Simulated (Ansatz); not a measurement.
The cluster Ge₂S₂, relaxed as a quintet with UKS PBE0-D4/def2-SVP in Ansatz, starting from the PBE0-D4/def2-SVP geometry of the neutral singlet. Force threshold 0.02 eV/Å.

The relaxation made no stability test and no search for a lower SCF solution. At PBE0-D4/def2-SVP a singlet of charge 0 lies 4.61 eV below the quintet, each at its own geometry. The structure comes from a short search, and lower isomers may exist.

Start:

| atom | x (Å) | y (Å) | z (Å) |
| --- | --- | --- | --- |
| Ge1 | -1.237 | 0.203 | -0.845 |
| Ge2 | 0.961 | 0.012 | 1.166 |
| S3 | 0.714 | 1.365 | -0.651 |
| S4 | -0.438 | -1.580 | 0.330 |

```json
{"step": "1", "energy (eV)": "-134662.6478", "largest force component (eV/Å)": "1.013", "SCF passes": "19"}
{"step": "2", "energy (eV)": "-134662.7688", "largest force component (eV/Å)": "0.183", "SCF passes": "28"}
{"step": "3", "energy (eV)": "-134662.7833", "largest force component (eV/Å)": "0.075", "SCF passes": "25"}
{"step": "4", "energy (eV)": "-134662.7932", "largest force component (eV/Å)": "0.139", "SCF passes": "24"}
{"step": "5", "energy (eV)": "-134662.7988", "largest force component (eV/Å)": "0.105", "SCF passes": "24"}
{"step": "6", "energy (eV)": "-134662.8005", "largest force component (eV/Å)": "0.033", "SCF passes": "26"}
{"step": "7", "energy (eV)": "-134662.8007", "largest force component (eV/Å)": "0.000", "SCF passes": "19"}
```

Force components are those of the run's own axes.

End:

```xyz
4

Ge   -1.392    0.262   -0.848
Ge    0.983    0.056    1.325
S     0.741    1.211   -0.695
S    -0.332   -1.530    0.218
```

By distances, no bond broke or formed. The bond that changes most is Ge2–S4, from 2.28 to 2.34 Å (atoms count from 1).

No frequencies were taken in this run, so the end may be a saddle point.

Hardware: 4 threads of Arm Neoverse V1 on a shared host. Wall time 13 s.
